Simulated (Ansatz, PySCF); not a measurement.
Noncovalent pair: CHN (SMILES C#N) (first 3 atoms) with HBr (SMILES Br); geometry from B3LYP-D3(BJ)/def2-TZVP.
(charge 0, multiplicity 1):
```xyz
5

C     -0.440    -0.084    -0.458
N     -0.263    -0.214     0.665
H     -0.604     0.037    -1.505
Br     0.282    -0.615     4.130
H      0.060    -0.452     2.722
```

Interaction energies are E(AB) − E(A) − E(B) at the monomers' geometry in the complex; basis-set methods are counterpoise corrected. Rows marked so take none.

Correlated levels freeze the cores. Filled d and f shells under p-block atoms count as core. Rows in 6-31G* carry no dispersion term and start afresh at each structure (6-31G* with six Cartesian d functions); the Pople sets are all-electron and without relativity. MP2/6-31G* freezes PySCF's default core, which leaves 3d correlated.

Programs: Ansatz (a first-principles code) with Gaussian orbitals; PySCF for 6-31G* rows, the dispersion terms. 

One of these levels gives -3.35 kcal/mol for the interaction energy. Which?
A) SVWN5/def2-TZVPPD
B) MP2/6-31G* (no counterpoise)
C) CCSD/aug-cc-pVTZ
D) revPBE-D4/def2-TZVPPD

C, CCSD/aug-cc-pVTZ. The others give -6.61 (SVWN5/def2-TZVPPD), -3.89 (revPBE-D4/def2-TZVPPD), -5.01 (MP2/6-31G* (no counterpoise))
